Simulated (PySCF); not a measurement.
An excited-state job on `[C@@H](Br)([SiH3])[SiH2]C#C[SiH3]`.

Method: TDDFT CAM-B3LYP/def2-SVPD, vertical, gas phase, core orbitals frozen in the response (PySCF 2.14.0, density-fitted response routines). Geometry: GFN2-xTB. The input is one job of a driver script: a line of settings, then coordinates in Å.

Command:
```bash
OMP_NUM_THREADS=1 python probes_run.py task.json out
```

Input:
```
{"job": {"kind": "uv", "xc": "CAM-B3LYP", "basis": "def2-SVPD", "nstates": 8, "ntriplets": 3}, "charge": 0, "multiplicity": 1}
Si     4.126774    -0.034676    -0.089776
C      2.375366    -0.128050     0.503618
C      1.231755    -0.185705     0.898900
Si    -0.537875    -0.234980     1.421399
C     -1.574202     0.069016    -0.158093
Si    -3.471478     0.020831    -0.000427
Br    -1.117967     1.871654    -0.836812
H      4.119981     0.379324    -1.493401
H      4.832355     0.936601     0.748088
H      4.708037    -1.372564     0.056632
H     -0.821248     0.834654     2.379413
H     -0.888723    -1.565708     1.929282
H     -1.243478    -0.601470    -0.951011
H     -3.832675    -1.325244     0.447534
H     -3.865842     1.031355     0.978307
H     -4.048378     0.313904    -1.310097
```

Output:
```
coarse grid: 64360 points
cycle   1  E = -3561.6672802587  dE = -7.710e-01  |g| = 3.769e-01  |ddm| = 7.636e+00
cycle   2  E = -3561.6895683342  dE = -2.229e-02  |g| = 2.705e-01  |ddm| = 1.811e+00
cycle   3  E = -3561.7106726283  dE = -2.110e-02  |g| = 6.630e-02  |ddm| = 4.953e-01
cycle   4  E = -3561.7117166364  dE = -1.044e-03  |g| = 3.040e-02  |ddm| = 1.364e-01
cycle   5  E = -3561.7119212507  dE = -2.046e-04  |g| = 9.895e-03  |ddm| = 6.240e-02
cycle   6  E = -3561.7119453805  dE = -2.413e-05  |g| = 3.571e-03  |ddm| = 2.273e-02
cycle   7  E = -3561.7119486155  dE = -3.235e-06  |g| = 7.752e-04  |ddm| = 6.474e-03
final grid: 130824 points
cycle   8  E = -3561.7119142738  dE =  1.490e-08  |g| = 9.797e-04  |ddm| = 6.202e-03
cycle   9  E = -3561.7119139747  dE =  2.991e-07  |g| = 1.487e-03  |ddm| = 3.342e-03
cycle  10  E = -3561.7119145273  dE = -5.526e-07  |g| = 1.494e-04  |ddm| = 2.085e-03
cycle  11  E = -3561.7119145334  dE = -6.095e-09  |g| = 2.545e-05  |ddm| = 2.418e-04
cycle  12  E = -3561.7119145336  dE = -2.346e-10  |g| = 1.267e-05  |ddm| = 7.659e-05
converged SCF energy = -3561.7119145336

Static polarisability (au): isotropic 137.810, principal 107.341 127.699 178.389

Singlet excitations
state   eV       nm        f      main configurations
  1   5.4223    228.7   0.00883   H->L 0.71, H->L+1 0.17
  2   5.6227    220.5   0.00015   H-2->L+1 0.24, H-2->L 0.16, H-3->L+2 0.13
  3   5.6873    218.0   0.00406   H-1->L 0.60, H-1->L+1 0.15, H-2->L 0.08
  4   5.8691    211.2   0.00330   H-2->L+2 0.34, H-3->L+1 0.20, H-3->L 0.15
  5   5.8862    210.6   0.00024   H-3->L+2 0.46, H-2->L+1 0.13, H-2->L 0.09
  6   6.7962    182.4   0.03234   H->L+1 0.57, H->L 0.17
  7   7.1405    173.6   0.05393   H-1->L+1 0.43, H-1->L 0.20
  8   7.1829    172.6   0.03447   H-3->L 0.32, H->L+2 0.26, H-1->L+1 0.11

Triplet excitations (Tamm-Dancoff, eV): 4.6841 4.7979 5.0471
```

The SCF starts on a coarse grid where the log names one; the energy can jump when the final grid takes over, and dE then counts from the start density on the new grid. H and L stand for HOMO and LUMO; the number after each pair is its weight.

Problem. How does the lowest singlet excitation compare with the HOMO–LUMO gap?

Solution. HOMO -8.99 eV and LUMO 0.11 eV give a gap of 9.10 eV; S1 at 5.42 eV lies 3.68 eV below it.

Problem. Give S1 in cm⁻¹ and kJ/mol.

Solution. 5.4223 eV × 8065.54 = 43734 cm⁻¹; × 96.485 = 523.2 kJ/mol.

Summary of the converged run: HOMO -8.99 eV, LUMO 0.11 eV; lowest singlet 5.42 eV; lowest triplet 4.68 eV (Tamm–Dancoff); mean polarisability 137.8 au.

 GFN2-xTB frequencies show an imaginary mode (29i cm⁻¹), so this geometry is no minimum at that level. The CAM-B3LYP/def2-SVPD calculation is non-relativistic and has no spin–orbit coupling, an omission that weighs most on bromine.

The run took 92 s of wall time (grids of density and orbitals included) on an Arm Neoverse V1 with one thread, shared host with 32 logical CPUs at a one-minute load of 16, and the process peaked at 1.2 GiB of memory.

One conformer stands for the species.
Labels such as C1 count atoms from 1, the log's own numbers from 0.
